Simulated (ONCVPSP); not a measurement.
## Debugging a pseudopotential input (arsenic, ONCVPSP 4.0.1)

Command:

```bash
oncvpsp.x < As.dat > As.out
```

Input:

```
# ATOM AND REFERENCE CONFIGURATION
# atsym  z   nc   nv     iexc    psfile
  As 33.00    3    5        4      upf
#
#   n    l    f
    1    0    2.00
    2    0    2.00
    2    1    6.00
    3    0    2.00
    3    1    6.00
    3    2   10.00
    4    0    2.00
    4    1    3.00
#
# PSEUDOPOTENTIAL AND OPTIMIZATION
# lmax
    2
#
#   l,   rc,      ep,       ncon, nbas, qcut
    0    0.80    0.00    3    8   14.20
    1    0.95    0.00    3    8   14.60
    2    1.05    0.00    4    9   11.80
#
# LOCAL POTENTIAL
# lloc, lpopt,  rc(5),   dvloc0
    4    3    0.55    0.00
#
# VANDERBILT-KLEINMAN-BYLANDER PROJECTORs
# l, nproj, debl
    0    2    3.10
    1    2    3.80
    2    2    2.40
#
# MODEL CORE CHARGE
# icmod, fcfact, rcfact
    2    0.60    0.90
#
# LOG DERIVATIVE ANALYSIS
# epsh1, epsh2, depsh
   -8.00    5.00    0.00
#
# OUTPUT GRID
# rlmax, drl
    6.00    0.01
#
# TEST CONFIGURATIONS
# ncnf
    4
# nvcnf
#   n    l    f
    5
    3    0    2.00
    3    1    6.00
    3    2   10.00
    4    0    2.00
    4    1    2.00
#
    5
    3    0    2.00
    3    1    6.00
    3    2   10.00
    4    0    2.00
    4    1    1.00
#
    5
    3    0    2.00
    3    1    6.00
    3    2   10.00
    4    0    2.00
    4    1    0.00
#
    5
    3    0    2.00
    3    1    5.00
    3    2   10.00
    4    0    2.00
    4    1    3.00
#
```

This is an input that runs to its end, with one change: depsh set to zero.

Task: How does the run end?

Result: The program runs through. Ghost flags: none; the largest excitation error among the 4 tests with output is 252 meV, as for the unchanged input.

```
   2   0  2.0000  -55.57486502
   2   1  6.0000  -48.86074788
   3   0  2.0000   -7.81428776   -7.83157764   -1.73D-02
   3   1  5.0000   -5.72503039   -5.73946123   -1.44D-02
   3   2 10.0000   -2.28036265   -2.27620553    4.16D-03
   4   0  2.0000   -0.96349707   -0.96413665   -6.40D-04
   4   1  3.0000   -0.56024715   -0.56052942   -2.82D-04

    Total energies and differences
      AE_ref= -2.26080651D+03  AE_tst= -2.25549962D+03  dif=  5.31D+00
      PS_ref= -3.22163705D+02  PS_tst= -3.16847566D+02  dif=  5.32D+00
      PSP excitation error= -9.25D-03
```
